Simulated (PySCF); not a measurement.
Compound: C9H11F2 (charge +1).
SMILES with atom numbers: `[F:1][CH2:2][CH2:3][CH2:4][C+:5]1[CH:6]=[CH:7][CH:8]=[C:9]([F:10])[CH2:11]1`

Cartesian coordinates in Å at the GFN2-xTB level; atoms count from 1:
```xyz
22
C9H11F2 angstrom
F     -3.5195    0.4041    1.3273
C     -3.3896   -0.1923    0.1000
C     -1.9314   -0.6067   -0.0915
C     -1.0268    0.6169    0.0288
C      0.4296    0.3976   -0.0230
C      1.3082    1.4657    0.0448
C      2.6831    1.2807    0.0001
C      3.2609    0.0104   -0.1269
C      2.4337   -1.0708   -0.1986
F      2.9139   -2.2878   -0.3248
C      0.9685   -0.9678   -0.1404
H     -3.7116    0.5402   -0.6464
H     -4.0574   -1.0572    0.0878
H     -1.6889   -1.3373    0.6835
H     -1.8338   -1.0815   -1.0689
H     -1.2627    1.1239    0.9762
H     -1.2963    1.3533   -0.7390
H      0.9165    2.4682    0.1365
H      3.3338    2.1414    0.0605
H      4.3318   -0.1137   -0.1703
H      0.5975   -1.5869    0.6942
H      0.5300   -1.4810   -1.0115
```

NICS is the negative of the GIAO shielding at a point without a nucleus: at the ring centre (0) and 1 Å above and below it (1); zz is the component along the ring normal. Level: GIAO PBE0/pcSseg-1 (PySCF, non-relativistic, gas phase) on the GFN2-xTB geometry, one conformer.

Ring bond lengths (Å), with Mayer bond orders in brackets: C5–C6 1.385 (1.48), C6–C7 1.388 (1.38), C7–C8 1.401 (1.31), C8–C9 1.363 (1.55), C9–C11 1.470 (1.10), C11–C5 1.473 (1.03).

Problem. Give the NICS values of each ring in ppm.

Solution. 
| ring | type | NICS(0) | NICS(1), two faces | NICS(1)zz, two faces | rms pucker (Å) | centre to ring atoms, mean (Å) |
| --- | --- | --- | --- | --- | --- | --- |
| C5–C6–C7–C8–C9–C11 | 6-membered carbocycle; formal bonds 2 double, 4 single | -0.4 | -5.1 / -5.1 | -9.4 / -9.2 | 0.00 | 1.41 |

Problem. What do they say, and how far can they be read as aromaticity?

Solution. 
- C5–C6–C7–C8–C9–C11: mean NICS(1)zz -9.3 ppm, shielded. C11 has four or more neighbours; no verdict on aromaticity is drawn.

Problem. At the second NICS(1) probe listed for ring C5–C6–C7–C8–C9–C11, 1 Å off the ring, how large is the induced field along the normal in 7.05 T applied along it?

Solution. NICSzz × B0 = -9.2 ppm × 7.05 T = -65 μT, against the applied field.

Problem. What are the shieldings of the ring atoms and their hydrogens in the same run (means over atoms taken as equivalent)?

Solution. 
```tsv
atoms	environment	σ isotropic (ppm)	principal values of the symmetric part, first atom (ppm)
C5	carbon bonded to 3 C	-30.5	-144.0, -104.3, 156.7
C6	carbon bonded to 2 C and H	48.1	-53.3, 30.7, 166.9
C7	carbon bonded to 2 C and H	5.7	-110.4, -41.4, 168.7
C8	alkene CH carbon	63.2	-20.7, 41.9, 168.4
C9	vinylic C–F carbon	-22.0	-144.6, 0.0, 78.5
C11	allylic carbon	138.3	100.8, 149.3, 164.9
H18	hydrogen on carbon	23.49	20.6, 21.7, 28.2
H19	hydrogen on carbon	22.35	20.5, 20.7, 25.8
H20	vinylic hydrogen	23.94	20.9, 23.9, 27.0
H21 (×2)	methylene hydrogen	26.92	20.7, 28.4, 31.6
```

On Arm Neoverse V1, one thread, shared host, this took 93 s wall and 1.1 GiB of memory at its peak. This is the whole shielding run at PBE0/pcSseg-1, SCF included.
